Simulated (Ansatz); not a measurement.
Molecule (SMILES): [SeH] (SeH), doublet.
Atoms: Se1, H2. Bonds: Se1-H2.

How fast the highest harmonic wavenumber converges with the basis for several methods (Ansatz, a program for electronic structure): deviation from each method's own reference, in cm⁻¹. References: B3LYP 2397 cm⁻¹, the value in pcseg-4; CCSD(T) 2426 cm⁻¹, the value in def2-QZVPP; HF 2562 cm⁻¹, the value in pcseg-4; MP2 2498 cm⁻¹, the value in aug-cc-pVQZ; PBE 2346 cm⁻¹, the value in pcseg-4. Cartesian d functions, on some or all atoms, in 6-31G*; all else is spherical. In correlated methods cores are frozen (with 3d on Ga to Br). Open shells are unrestricted. No added dispersion term, no relativity. Each level at its own minimum, unscaled; the references are large sets that could be run, not limits.

```
basis        functions  B3LYP  CCSD(T)  HF  MP2  PBE
-----------  ---------  -----  -------  --  ---  ---
cc-pVDZ             32     -5        5   8   12    3
6-31G*              37     -9      -71  17  -33   -6
aug-cc-pVDZ         45      1       -9  10   -4    8
pcseg-2             57     -4       -8  -8   -4   -3
def2-TZVPP          62      3       -3  -4    2    4
def2-TZVPPD         74      6       -2   0    4    7
cc-pVQZ             98     -1        0  -1    2   -1
def2-QZVPP         119      0        0  -1    2    0
```

Mean absolute deviation over pcseg-2, def2-TZVPP, def2-TZVPPD: MP2 3, HF 4, B3LYP 4, CCSD(T) 5, PBE 5 cm⁻¹.
